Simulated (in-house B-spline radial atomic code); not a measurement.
# How G0W0 and RPA depend on the start: Li-

Configuration [He] 2s2. Computed with an all-electron radial atomic-structure program (B-spline basis): all electrons, scalar-relativistic (spin-free one-electron X2C), finite nucleus, each spin shell either full or empty, empty states to l = 9 with an (l + 1/2)⁻⁴ tail; G0W0 by contour deformation at full frequency.

```
       start  mean-field 2s (eV)  G0W0 (eV)  QP weight  RPA correlation (Eh)
Hartree-Fock              -0.396          ?          ?                     ?
     LC-wPBE              -0.791          ?          ?                     ?
       wB97X              -0.726     -0.693      0.888              -0.11458
   CAM-B3LYP              -0.109     -0.502      0.759              -0.12227
```

**Question.** What G0W0 level, weight and RPA correlation energy follow from the LC-wPBE start?

**Answer.** G0W0 level -0.666 eV, weight 0.894, RPA correlation -0.11565 hartree.

**Question.** What G0W0 level, weight and RPA correlation energy follow from the Hartree-Fock start?

**Answer.** G0W0 level -0.652 eV, weight 0.842, RPA correlation -0.10606 hartree.

**Question.** How much of the dependence on the start does G0W0 remove?

**Answer.** The mean-field levels span 0.681 eV and the G0W0 levels 0.191 eV. Against 0.618 eV (electron affinity of the neutral atom) the G0W0 removal energies are off by -0.12 to +0.07 eV.
